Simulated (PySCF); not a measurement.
# `C1[C@@H](C#N)C[C@H]2[C@@H](C1)O2`, C₇H₉NO

Molfile (atoms numbered from 1):
```
C7H9NO
     RDKit          3D

 18 19  0  0  0  0  0  0  0  0999 V2000
   -1.6058    1.8484    1.7177 N   0  0  0  0  0  0  0  0  0  0  0  0
   -1.2288    1.4367    0.7200 C   0  0  0  0  0  0  0  0  0  0  0  0
   -0.7490    0.9210   -0.5418 C   0  0  2  0  0  0  0  0  0  0  0  0
   -1.0835   -0.5718   -0.6705 C   0  0  0  0  0  0  0  0  0  0  0  0
   -0.5249   -1.3465    0.5211 C   0  0  0  0  0  0  0  0  0  0  0  0
    0.9461   -1.0620    0.7189 C   0  0  1  0  0  0  0  0  0  0  0  0
    1.7880   -1.1174   -0.3981 O   0  0  0  0  0  0  0  0  0  0  0  0
    1.5635    0.1479    0.1661 C   0  0  1  0  0  0  0  0  0  0  0  0
    0.7693    1.1432   -0.6569 C   0  0  0  0  0  0  0  0  0  0  0  0
   -1.2529    1.4854   -1.3360 H   0  0  0  0  0  0  0  0  0  0  0  0
   -0.6361   -0.9479   -1.5928 H   0  0  0  0  0  0  0  0  0  0  0  0
   -2.1644   -0.7128   -0.7255 H   0  0  0  0  0  0  0  0  0  0  0  0
   -1.0505   -1.0620    1.4360 H   0  0  0  0  0  0  0  0  0  0  0  0
   -0.6655   -2.4184    0.3661 H   0  0  0  0  0  0  0  0  0  0  0  0
    1.3739   -1.4871    1.6252 H   0  0  0  0  0  0  0  0  0  0  0  0
    2.4279    0.5617    0.6807 H   0  0  0  0  0  0  0  0  0  0  0  0
    1.0222    2.1560   -0.3378 H   0  0  0  0  0  0  0  0  0  0  0  0
    1.0617    1.0319   -1.7039 H   0  0  0  0  0  0  0  0  0  0  0  0
  1  2  3  0
  2  3  1  0
  3  4  1  0
  4  5  1  0
  5  6  1  0
  6  7  1  0
  7  8  1  0
  8  9  1  0
  9  3  1  0
  8  6  1  0
  3 10  1  6
  4 11  1  0
  4 12  1  0
  5 13  1  0
  5 14  1  0
  6 15  1  1
  8 16  1  1
  9 17  1  0
  9 18  1  0
M  END
```

Computed with TDDFT wB97X-D/def2-SVPD circular dichroism and optical rotation, one conformer, gas phase in PySCF. Geometry: GFN2-xTB.

Singlets 3 and 4 lie within 0.01 eV of each other, so their separate moments and overlaps can depend on how they mix.

(1) Draw the ECD and absorption spectra from the lowest 12 states, each a Gaussian of half-width 0.25 eV at 1/e height.

## Answers

(1) 
| E (eV) | λ (nm) | Δε (L mol⁻¹ cm⁻¹) | ε (L mol⁻¹ cm⁻¹) |
| --- | --- | --- | --- |
| 7.38 | 168 | -0.02 | 0.3 |
| 7.53 | 165 | -0.12 | 4.27 |
| 7.68 | 161 | -0.55 | 42.7 |
| 7.83 | 158 | -1.42 | 258 |
| 7.98 | 155 | -2.00 | 829 |
| 8.13 | 152 | -0.53 | 1380 |
| 8.28 | 150 | +2.59 | 1310 |
| 8.43 | 147 | +4.75 | 1340 |
| 8.58 | 144 | +5.30 | 2480 |
| 8.73 | 142 | +4.60 | 4250 |
| 8.88 | 140 | +14.42 | 5240 |
| 9.03 | 137 | +52.16 | 4990 |

Δε uses R in velocity form, ε uses f in length form. Only the states computed contribute, so the short-wavelength end is incomplete.
